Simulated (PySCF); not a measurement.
**Does the structure fit the spectrum?**

A compound C7H15PSi gives the data below (simulated from a calculation) and was assigned the structure `C[Si@@H](P)C#CC(C)(C)C`.

13C{1H} NMR (computed): δ 187.5 (CH), 53.5 (CH), 33.7 (CH2, 2C), 30.8 (CH2, 2C), 29.9 (CH2).

1H NMR (400 MHz, computed): δ 9.22 (m, 1H), 4.37 (m, 3H), 2.27 (m, 1H), 1.92 (m, 2H), 1.82 (m, 2H), 1.79 (m, 1H), 1.42 (m, 2H), 1.37 (m, 2H), 1.26 (m, 1H).

[PySCF 2.14: geometry from GFN2-xTB; shielding tensors at PBE0/pcSseg-1 (GIAO); gas phase; one averaged value for each set of equivalent atoms; one conformer; no relativistic terms]

References, each an isolated molecule treated in the same way: 1H (σref 31.72), 13C (σref 186.93) vs TMS.

Problem. Compare with the shifts computed for the proposed structure, pairing carbons in order of shift.

Solution. Numbering as in the mapped SMILES `[CH3:1][Si@@H:2]([PH2:3])[C:4]#[C:5][C:6]([CH3:7])([CH3:8])[CH3:9]`. Hydrogens are named by the atom that carries them.

```csv
atom,computed for proposal,given list,difference
C5,128.5,187.5,-59.0
C4,86.9,53.5,+33.4
C7,32.6,33.7,-1.1
C8,32.6,33.7,-1.1
C9,32.6,30.8,+1.8
C6,29.1,30.8,-1.7
C1,-1.1,29.9,-31.0
```

The rms difference is 28.2 ppm and the largest -59.0 ppm at C5 (alkyne carbon). The carbon types in order of shift don't match either: C, C, CH3, CH3, CH3, C, CH3 for the proposal against CH, CH, CH2, CH2, CH2, CH2, CH2 in the data. The proposal doesn't fit.

Problem. Which isomer fits?

Solution. `[SiH3]/C=P\C1CCCCC1`.

δC 187.5: carbon double-bonded to a heavier main-group atom. δC 33.7, 30.8, 29.9: sp3 CH2 in a ring; aliphatic region, no heteroatom directly attached. δH 9.22: hydrogen on a carbon double-bonded to a heavier main-group atom. δH 1.92, 1.82, 1.79, 1.42, 1.37, 1.26: hydrogen on an sp3 CH2 in a ring.

Other isomers checked: C=C/P=C(/[SiH3])C(C)(C)C (rms 57.0 ppm); C1CP(C2CC2)CC[SiH2]1 (rms 62.7 ppm).

The shifts were computed for this structure.

Splittings by 31P in the carbon and heteronuclear signals aren't shown, as no couplings were computed. Shifts are as computed. Against solution values, carbons near 30 ppm lie about +3 ppm off and those near 130 ppm about +5 ppm. Of 1211 compounds with measured shifts, 218 miss one by over three times the rms of a fit or turn the order of signals round; such compounds aren't used in these exercises. Multiplicities follow the n + 1 count of equivalent neighbours, as no J values were calculated; m marks all less simple cases, F and P coupling included.
